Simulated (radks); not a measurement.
The copper ion Cu+, configuration [Ne] 3s2 3p4 3d10 4p2 (not the ground configuration).

Calculated with a radial shooting solver on a logarithmic mesh with Libxc functionals: non-relativistic Kohn-Sham, r2SCAN, spin-unpolarised, spherical densities, point nucleus; meta-GGA in the generalised Kohn-Sham scheme.

Energy parts (eV):
part                       energy
total                  -44466.924
kinetic                 44434.912
electron-nucleus      -105766.025
Hartree                 18652.046
exchange-correlation    -1787.858

Orbitals (lengths in bohr, moments of r in powers of bohr):
orbital	occ.	eigenvalue (eV)	<1/r>	<r^4>
1s	2	-8810.103	28.51	0.00003591
2s	2	-1080.758	6.213	0.007761
2p	6	-949.9333	6.162	0.005621
3s	2	-142.3556	1.981	0.5521
3p	4	-100.6921	1.856	0.7111
3d	10	-30.7242	1.533	2.152
4s	0	-17.0818	0.5572	62.86
4p	2	-10.3226	0.4464	146.4

The highest occupied level is 4p at -10.323 eV. The configuration is held as typed, so some empty levels lie below it. The electron density at the nucleus is 1.664e+04 e/bohr^3. Virial ratio -V/T = 2.00072. Summed over all electrons, <r^2> = 32.43 bohr^2, which gives a Langevin (diamagnetic) susceptibility term of -25.7 x 10^-6 cm^3/mol.
